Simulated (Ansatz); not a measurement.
A nudged elastic band was laid between two geometries of C2H7NSSi (12 atoms, charge 0, multiplicity 1).

The calculation used RKS BLYP-D4/6-31G in Ansatz 0.2.0.

```json
{
 "movable images": "9",
 "climbing image": "yes",
 "spring": "5.0 eV/Å²",
 "optimiser": "quadratic models (default)",
 "start path": "through a guess of the saddle point",
 "force threshold": "0.05 eV/Å",
 "iteration limit": "34",
 "end points": "relaxed"
}
```

Initial state:

```xyz
12
Properties=species:S:1:pos:R:3
Si -1.396 0.200 0.965
N 0.067 -0.013 -0.040
C 1.388 0.624 0.130
S 2.051 -0.192 -1.523
C 0.243 -0.882 -1.219
H -1.370 1.611 1.507
H -2.592 -0.027 0.068
H -1.517 -0.749 2.149
H 1.980 0.276 0.993
H 1.379 1.725 0.078
H 0.277 -1.966 -1.015
H -0.434 -0.662 -2.060
```

Final state:

```xyz
12
Properties=species:S:1:pos:R:3
Si -1.259 -0.457 1.581
N -0.151 0.197 -0.088
C 1.278 0.611 0.217
S 1.977 -0.249 -1.393
C 0.147 -0.879 -1.118
H -1.418 1.065 1.974
H -2.536 -0.416 0.651
H -0.667 0.976 -0.520
H 1.630 0.101 1.121
H 1.430 1.694 0.257
H 0.137 -1.866 -0.641
H -0.490 -0.834 -2.007
```

Task: Which bonds break or form, and what moves?

Result: Bonds broken: Si1–H8. Bonds formed: N2–H8.

Task: Give the energies along the band, and the barrier.

Result: The run ended unconverged. The highest image is number 2 of 0 to 10, 2.30 eV above the first end and 1.57 eV above the last; the last end lies 0.73 eV above the first. The band didn't meet its force threshold, so its energies are provisional: the largest band force was still 0.07 eV/Å, and over the last iterations the top stayed at 2.30 eV. The orbitals stay closed-shell, which can raise the energy where a bond breaks towards radicals; this wasn't checked here. Limits of this set-up: no polarisation functions.

| image | path coordinate (Å) | energy (eV) | Si1–H8 (Å) | N2–H8 (Å) |
| --- | --- | --- | --- | --- |
| 0 | 0.00 | 0.00 | 1.52 | 2.80 |
| 1 | 0.83 | 0.59 | 1.50 | 2.29 |
| 2 | 1.67 | 2.30 | 1.67 | 1.49 |
| 3 | 2.90 | 0.75 | 2.53 | 1.03 |
| 4 | 4.14 | 0.81 | 2.55 | 1.03 |
| 5 | 5.37 | 1.26 | 2.44 | 1.03 |
| 6 | 6.59 | 1.80 | 2.42 | 1.03 |
| 7 | 7.80 | 2.15 | 2.37 | 1.02 |
| 8 | 9.02 | 2.03 | 2.88 | 1.01 |
| 9 | 10.23 | 1.22 | 2.71 | 1.03 |
| 10 | 11.45 | 0.73 | 2.61 | 1.03 |

Run time: 16 min on 1 thread of Arm Neoverse V2, on a shared host, peak memory 0.13 GiB.
